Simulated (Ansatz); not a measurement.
Steps of a relaxation of F₂H₅NSi₂, SMILES `F[SiH](F)N[SiH3]` with RKS PBE0-D4/def2-TZVP.

```sh
$ ansatz run in.yaml --threads 4 --pin off --events-out ev --progress --plain --max-ram 10444MiB
```

```yaml
crystal:
  periodic: [false, false, false]
  atoms:
    - {symbol: F, position_ang: [-0.677917, 0.122748, 1.973853]}
    - {symbol: Si, position_ang: [-0.773176, 1.163235, 0.722066]}
    - {symbol: F, position_ang: [0.106631, 2.472997, 1.129034]}
    - {symbol: N, position_ang: [-0.113187, 0.303137, -0.608511]}
    - {symbol: Si, position_ang: [0.719759, -1.258596, -0.534939]}
    - {symbol: H, position_ang: [-2.172346, 1.636839, 0.539713]}
    - {symbol: H, position_ang: [-0.150662, 0.743206, -1.532425]}
    - {symbol: H, position_ang: [1.153386, -1.563265, -1.941033]}
    - {symbol: H, position_ang: [-0.192311, -2.347851, -0.046185]}
    - {symbol: H, position_ang: [1.924923, -1.211951, 0.361628]}
basis:
  gaussian: {orbitals: def2-TZVP}
hamiltonian: {xc: pbe0, dispersion: d4}
relax: {f_tol: 0.005, max_steps: 150}
```

Positions (Å) and forces (eV/Å) along the path, 15 of 78 steps:

```xyz
10
step=1 energy=-22755.6566 eV
F    -0.678    0.123    1.974   -0.105    0.933   -1.041
Si   -0.773    1.163    0.722    0.844   -0.121    0.635
F     0.107    2.473    1.129   -0.767   -1.127   -0.343
N    -0.113    0.303   -0.609   -0.035    0.075    0.178
Si    0.720   -1.259   -0.535   -0.110    0.242   -0.094
H    -2.172    1.637    0.540    0.346   -0.108    0.073
H    -0.151    0.743   -1.532    0.033   -0.276    0.596
H     1.153   -1.563   -1.941   -0.097    0.077    0.296
H    -0.192   -2.348   -0.046    0.177    0.276   -0.106
H     1.925   -1.212    0.362   -0.285    0.029   -0.195
10
step=4 energy=-22755.7611 eV
F    -0.697    0.174    1.981    0.032    0.024    0.004
Si   -0.758    1.147    0.730   -0.044   -0.005   -0.086
F     0.094    2.438    1.082    0.012   -0.012    0.037
N    -0.108    0.283   -0.572   -0.012    0.038    0.035
Si    0.715   -1.250   -0.542    0.014   -0.037   -0.006
H    -2.138    1.610    0.523   -0.013    0.007    0.008
H    -0.145    0.731   -1.477    0.004   -0.008    0.009
H     1.142   -1.530   -1.936   -0.001    0.004   -0.001
H    -0.186   -2.331   -0.070    0.003   -0.006   -0.001
H     1.905   -1.211    0.345    0.004   -0.005   -0.001
10
step=12 energy=-22755.7619 eV
F    -0.674    0.186    1.986   -0.001    0.001   -0.002
Si   -0.766    1.147    0.727    0.003    0.006   -0.009
F     0.043    2.467    1.075   -0.006   -0.007    0.000
N    -0.078    0.297   -0.563    0.000    0.012   -0.015
Si    0.712   -1.256   -0.542   -0.002    0.002   -0.006
H    -2.162    1.564    0.521    0.007   -0.002    0.001
H    -0.069    0.762   -1.460   -0.001   -0.013    0.026
H     1.103   -1.545   -1.945    0.000    0.001    0.004
H    -0.208   -2.312   -0.052    0.005    0.003    0.002
H     1.923   -1.250    0.317   -0.005   -0.002   -0.003
10
step=20 energy=-22755.7625 eV
F    -0.733    0.165    1.974   -0.001   -0.001   -0.005
Si   -0.791    1.135    0.721   -0.001   -0.008   -0.004
F    -0.036    2.475    1.108    0.002    0.009   -0.001
N    -0.015    0.324   -0.547    0.006    0.010   -0.017
Si    0.717   -1.256   -0.547    0.005   -0.010   -0.004
H    -2.189    1.511    0.462    0.001    0.001    0.000
H     0.105    0.845   -1.405   -0.006   -0.013    0.029
H     0.948   -1.620   -1.968   -0.003    0.004    0.012
H    -0.198   -2.235    0.090    0.007    0.007   -0.004
H     2.016   -1.282    0.174   -0.010    0.000   -0.006
10
step=21 energy=-22755.7625 eV
F    -0.739    0.164    1.974   -0.001    0.001   -0.005
Si   -0.792    1.134    0.720    0.001   -0.006   -0.001
F    -0.040    2.475    1.111    0.001    0.005   -0.002
N    -0.011    0.325   -0.544    0.002    0.005   -0.004
Si    0.717   -1.256   -0.547    0.003    0.001   -0.005
H    -2.190    1.509    0.456    0.000    0.001    0.001
H     0.115    0.849   -1.400   -0.003   -0.004    0.013
H     0.937   -1.624   -1.969   -0.001   -0.001    0.001
H    -0.195   -2.230    0.099    0.001    0.000    0.001
H     2.023   -1.284    0.162   -0.002   -0.002    0.001
10
step=36 energy=-22755.7632 eV
F    -0.727    0.199    2.006   -0.002    0.002   -0.007
Si   -0.811    1.118    0.716    0.012    0.014   -0.001
F    -0.191    2.537    1.060   -0.008   -0.013   -0.005
N     0.095    0.364   -0.499    0.002    0.009   -0.003
Si    0.707   -1.263   -0.565   -0.005    0.008   -0.008
H    -2.231    1.349    0.410    0.002   -0.002    0.003
H     0.364    0.956   -1.275   -0.005   -0.013    0.018
H     0.770   -1.670   -1.992    0.000   -0.003   -0.004
H    -0.219   -2.145    0.183   -0.003   -0.002    0.002
H     2.069   -1.385    0.017    0.006   -0.001    0.003
10
step=37 energy=-22755.7621 eV rejected
F    -0.680    0.239    2.038   -0.020    0.059   -0.073
Si   -0.814    1.108    0.716    0.054    0.114    0.019
F    -0.277    2.579    1.003   -0.072   -0.182   -0.034
N     0.149    0.385   -0.478    0.045    0.119   -0.106
Si    0.695   -1.265   -0.576   -0.006    0.041   -0.017
H    -2.252    1.236    0.409    0.090   -0.012    0.025
H     0.487    1.006   -1.208   -0.084   -0.151    0.185
H     0.715   -1.673   -2.005   -0.001    0.001    0.001
H    -0.259   -2.107    0.185    0.003    0.005    0.000
H     2.061   -1.449   -0.021   -0.010    0.006   -0.001
10
step=43 energy=-22755.7646 eV
F    -0.646    0.303    2.077   -0.018    0.058   -0.059
Si   -0.814    1.104    0.717    0.012    0.057    0.051
F    -0.356    2.611    0.936   -0.033   -0.135   -0.018
N     0.193    0.394   -0.446    0.039    0.052   -0.067
Si    0.683   -1.268   -0.590    0.011    0.029   -0.005
H    -2.254    1.133    0.407    0.058   -0.005    0.014
H     0.587    1.033   -1.128   -0.045   -0.071    0.083
H     0.668   -1.658   -2.025   -0.002    0.002    0.014
H    -0.288   -2.087    0.175    0.005    0.008   -0.003
H     2.052   -1.504   -0.059   -0.027    0.005   -0.009
10
step=47 energy=-22755.7677 eV
F    -0.617    0.399    2.132   -0.003    0.035   -0.046
Si   -0.815    1.095    0.719    0.014    0.035    0.018
F    -0.442    2.634    0.843   -0.024   -0.083    0.002
N     0.239    0.400   -0.411    0.027    0.065   -0.023
Si    0.669   -1.270   -0.610   -0.001    0.013   -0.017
H    -2.251    1.004    0.407    0.028   -0.002    0.007
H     0.713    1.063   -1.013   -0.033   -0.060    0.050
H     0.612   -1.638   -2.049   -0.002   -0.004    0.002
H    -0.321   -2.063    0.159    0.006    0.002    0.003
H     2.039   -1.562   -0.113   -0.012   -0.002    0.004
10
step=61 energy=-22755.7820 eV
F    -0.411    0.931    2.290   -0.034    0.024   -0.105
Si   -0.787    1.078    0.752   -0.023    0.057    0.085
F    -0.834    2.641    0.462   -0.004   -0.104    0.030
N     0.378    0.402   -0.274    0.000   -0.026   -0.025
Si    0.599   -1.267   -0.695   -0.010    0.015   -0.005
H    -2.120    0.477    0.578    0.056    0.019    0.007
H     1.068    1.054   -0.625    0.016   -0.007   -0.003
H     0.589   -1.448   -2.171   -0.001    0.003    0.030
H    -0.539   -2.004   -0.085    0.019    0.013   -0.010
H     1.882   -1.804   -0.170   -0.020    0.006   -0.004
10
step=63 energy=-22755.7841 eV
F    -0.347    1.071    2.297   -0.032    0.015   -0.123
Si   -0.773    1.075    0.764   -0.007    0.064    0.049
F    -0.950    2.609    0.383    0.008   -0.106    0.043
N     0.403    0.405   -0.254   -0.004    0.002    0.030
Si    0.577   -1.260   -0.711    0.008   -0.014   -0.038
H    -2.051    0.355    0.660    0.033    0.033    0.014
H     1.134    1.037   -0.556   -0.011   -0.022    0.006
H     0.634   -1.399   -2.189   -0.007    0.006    0.005
H    -0.617   -1.969   -0.182    0.038    0.017    0.001
H     1.815   -1.862   -0.149   -0.025    0.005    0.014
10
step=67 energy=-22755.7856 eV
F    -0.324    1.201    2.294   -0.017   -0.015   -0.074
Si   -0.770    1.077    0.772   -0.012    0.069    0.045
F    -1.028    2.575    0.309    0.008   -0.077    0.014
N     0.425    0.390   -0.211    0.032    0.001   -0.004
Si    0.567   -1.261   -0.730    0.001    0.009   -0.004
H    -2.012    0.292    0.725    0.026    0.022    0.004
H     1.188    1.002   -0.472   -0.035   -0.016    0.015
H     0.639   -1.343   -2.212    0.002   -0.002    0.010
H    -0.643   -1.967   -0.242    0.005    0.006   -0.002
H     1.783   -1.906   -0.170   -0.010    0.004   -0.005
10
step=70 energy=-22755.7861 eV
F    -0.313    1.247    2.288   -0.003    0.002   -0.010
Si   -0.769    1.078    0.776    0.004   -0.004    0.002
F    -1.056    2.557    0.277    0.000   -0.003    0.003
N     0.433    0.383   -0.192    0.001    0.004    0.000
Si    0.563   -1.260   -0.737    0.002    0.001    0.006
H    -1.997    0.273    0.754    0.000    0.001    0.002
H     1.203    0.991   -0.440   -0.001   -0.001    0.000
H     0.646   -1.322   -2.219   -0.001   -0.001    0.002
H    -0.655   -1.963   -0.266   -0.003    0.002   -0.004
H     1.770   -1.923   -0.178    0.002   -0.001   -0.002
10
step=72 energy=-22755.7862 eV
F    -0.302    1.292    2.284   -0.010   -0.001   -0.029
Si   -0.767    1.077    0.780   -0.003    0.022    0.016
F    -1.086    2.540    0.249    0.005   -0.029    0.013
N     0.442    0.378   -0.177    0.006    0.005   -0.004
Si    0.560   -1.259   -0.743   -0.001    0.000    0.004
H    -1.982    0.251    0.783    0.012    0.007   -0.001
H     1.220    0.982   -0.413   -0.008   -0.008    0.002
H     0.655   -1.303   -2.225   -0.001    0.000    0.006
H    -0.670   -1.956   -0.292    0.004    0.003   -0.004
H     1.756   -1.941   -0.183   -0.003    0.002   -0.003
10
step=78 energy=-22755.7864 eV
F    -0.280    1.367    2.270    0.000    0.000    0.001
Si   -0.763    1.076    0.786    0.001   -0.001   -0.003
F    -1.140    2.506    0.208   -0.001    0.000    0.000
N     0.454    0.370   -0.155    0.000    0.002    0.001
Si    0.553   -1.256   -0.752    0.000   -0.002   -0.001
H    -1.952    0.215    0.835    0.001    0.000    0.001
H     1.245    0.964   -0.369   -0.001    0.000    0.000
H     0.677   -1.271   -2.233    0.000    0.000    0.000
H    -0.696   -1.941   -0.341    0.000    0.000    0.000
H     1.727   -1.970   -0.185    0.000    0.000    0.000
```

Hardware: 4 threads of an Arm Neoverse V2 on a shared host. Wall time 3.5 min, peak host memory 0.53 GiB.
